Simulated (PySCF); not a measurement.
A GIAO shielding run with PySCF (density fitting, non-relativistic, gas phase) on Cu(AsH3)Br ([AsH3]->[Cu][Br], AsBrCuH₃):

```
{"job": {"kind": "nmr", "xc": "B3LYP", "basis": {"default": "pcSseg-1", "Cu": "pcSseg-2"}, "pop": false}, "charge": 0, "multiplicity": 1}
Cu     0.000158     0.013240    -1.523796
As     0.007893    -0.019630     0.755578
H      0.831171    -1.042280     1.501159
H     -1.287652    -0.228937     1.502048
H      0.476198     1.199480     1.513250
Br    -0.027767     0.078127    -3.748238
```

Hardware: 1 thread of an Arm Neoverse V1, shared host.

(1) How large is the calculation?

(2) How long does it take?

(3) And these other runs on the same molecule and hardware: GIAO shielding at PBE/pcSseg-1 (pcSseg-2 on Cu); GIAO shielding at PBE0/pcSseg-1 (pcSseg-2 on Cu); spin–spin coupling at PBE/pcJ-1 (pcSseg-1 on As, pcSseg-1 on Br, pcSseg-1 on Cu)?

Answers

(1) 100 electrons, 170 basis functions and 952 auxiliary functions.

(2) 17 s of wall time, with 14 SCF cycles and 5 response iterations. Times on a shared host scatter by some tens of per cent.

(3) PBE/pcSseg-1 (pcSseg-2 on Cu): 170 functions, 25 s; PBE0/pcSseg-1 (pcSseg-2 on Cu): 170 functions, 19 s; PBE/pcJ-1 (pcSseg-1 on As, pcSseg-1 on Br, pcSseg-1 on Cu): 157 functions, 22 s.
